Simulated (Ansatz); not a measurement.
CH₇InN₂ (`N[CH2][InH][NH2]`) at its PBE0-D4/def2-TZVP geometry, where that method's forces vanish. The species carries charge 0 and has multiplicity 1. In: def2 effective core potential.

```xyz
11

N     1.7471   -0.4322   -0.3118
C     0.7361    0.0908   -1.2208
In   -1.2375    0.4493   -0.3552
N    -1.1925   -0.0527    1.6049
H     1.8998    0.1976    0.4654
H     1.4576   -1.3164    0.0862
H     0.6262   -0.5964   -2.0628
H     1.0991    1.0247   -1.6558
H    -2.7749    1.0247   -0.8694
H    -0.3841   -0.4084    2.0876
H    -1.9767    0.0191    2.2317
```

(1) What forces (eV/Å) does ωB97M-V/def2-TZVPP give on these atoms in Ansatz 0.2.0? (Best estimate.)

Results:

(1) Ansatz gave: 
```
N1   0.189 -0.113  0.232
C2  -0.339  0.167 -0.272
In3  0.000 -0.002  0.008
N4  -0.003  0.004 -0.014
H5  -0.013 -0.039 -0.024
H6   0.012  0.046 -0.003
H7   0.034  0.069  0.056
H8  -0.014 -0.093  0.015
H9   0.128 -0.039  0.007
H10 -0.035  0.011 -0.001
H11  0.041 -0.011 -0.005
```
